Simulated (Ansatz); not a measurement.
Reaction (ligand exchange at the Si–C bond): `F[SiH](Cl)C[SiH3]` + `[OH][Mg][N]([SiH3])[SiH3]` → `[SiH3][O][Mg][N]([SiH3])[SiH3]` + `C[SiH](F)Cl`

Isolated molecules relaxed with PBE0-D4/def2-TZVP in Ansatz; ΔE leaves out vibrations. CCSD(T)/CBS adds triple-zeta CCSD(T) − MP2 to the extrapolated MP2 energy (def2 sets, frozen cores). DFT in def2-TZVPP. For Mg outer-core shells are correlated without core-valence functions, which leaves a few kJ/mol of doubt a bond. One conformer a species, not always the lowest.

CCSD(T)/CBS gives -1.27 eV.

Problem. Another level gave -1.14 eV. Which?
A. PBE/def2-TZVPP
B. r2SCAN-D4/def2-TZVPP
C. HF/def2-TZVPP
D. PBE0/def2-TZVPP

Solution. A. PBE -1.14, HF/def2-TZVPP -1.48, r2SCAN-D4 -1.23, PBE0 -1.18 eV.

Largest T1 diagnostic among the species: 0.011.

The D4 term adds +0.05 eV with B3LYP and +0.03 eV with PBE0; it sums over pairs of atoms, weighted by their polarisabilities, and B3LYP, whose exchange is more repulsive, gets the larger term. In def2-TZVPP, CCSD(T) changes the Hartree–Fock value by +0.23 eV (the triples alone add +0.03 eV) and MP2 by +0.23 eV.

B3LYP here is the variant with VWN-RPA as its local correlation; programs differ in this.
